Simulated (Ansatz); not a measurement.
Basis-set series for CH₁₀BNSi₂ (`CBN([SiH3])[SiH3]`). The species carries charge 0 and has multiplicity 1. Geometry: relaxed with PBE0-D4/def2-TZVP. It is one conformer, not always the lowest.

| functional | basis | functions | energy (Eh) | HOMO (eV) | LUMO (eV) |
| --- | --- | --- | --- | --- | --- |
| PBE0-D4 | def2-SVP | 128 | -702.10962 | -8.14 | 0.01 |
| PBE0-D4 | def2-QZVPP | 611 | -702.48012 | -8.21 | -0.24 |
| ωB97M-V | def2-SVP | 128 | -702.37617 | -10.35 | 2.02 |
| ωB97M-V | def2-QZVPP | 611 | -702.75451 | -10.46 | 1.35 |

Task: Give the rows for def2-TZVPP. (Estimate.)

Result: Computed: 
```
functional       basis  functions  energy (Eh)  HOMO (eV)  LUMO (eV)
   PBE0-D4  def2-TZVPP        317   -702.45242      -8.20      -0.19
   ωB97M-V  def2-TZVPP        317   -702.72891     -10.45       1.67
```

Positive LUMOs are unbound and depend on the basis.
